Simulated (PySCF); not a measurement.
A structure optimised at PBE-D3(BJ)/def2-SVP, used in a PySCF frequency run:

```xyz
9

Si    -0.0478     0.3907     0.0000
Cl     1.0653    -0.1091     1.6818
Cl     1.0653    -0.1091    -1.6818
C     -1.6515    -0.5471     0.0000
C     -2.8379     0.0936     0.0000
H     -0.2856     1.8676     0.0000
H     -1.6258    -1.6518     0.0000
H     -2.9050     1.1960     0.0000
H     -3.7983    -0.4500     0.0000
```

Q: Write its SMILES, formula and point group.

A: C=C[SiH](Cl)Cl, C2H4Cl2Si, Cs

Q: What are its rotational constants (standard atomic weights)?

A: 2.3260, 2.0096, 1.1610 GHz
